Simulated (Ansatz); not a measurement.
This triplet is an excited state, 0.99 eV above the relaxed singlet at the level frozen-core CCSD(T)/cc-pVTZ // B3LYP-D3(BJ)/def2-TZVP (Ansatz, a first-principles code).

A geometry relaxed with B3LYP-D3(BJ)/def2-TZVP (Ansatz), charge 0, multiplicity 3:

```xyz
6

Si     1.2243    -0.5400    -0.1899
H      2.2661     0.4612     0.1721
C     -0.5984    -0.0502    -0.0200
H     -0.8268     0.8000    -0.6658
H     -1.2384    -0.8833    -0.3113
H     -0.8268     0.2122     1.0149
```

Task: Write the SMILES of this molecule.

Result: `C[SiH]`
